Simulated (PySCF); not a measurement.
A structure optimised at PBE-D3(BJ)/def2-TZVP, used in a PySCF frequency run:

```
Cd
Cl 1 2.2766
Cl 1 2.2766 2 180.00
```

**Question.** Write its SMILES, formula and point group.

**Answer.** [Cl][Cd][Cl], CdCl2, D∞h

**Question.** What are its rotational constants (standard atomic weights)?

**Answer.** 1.3753 GHz (linear rotor, B only)
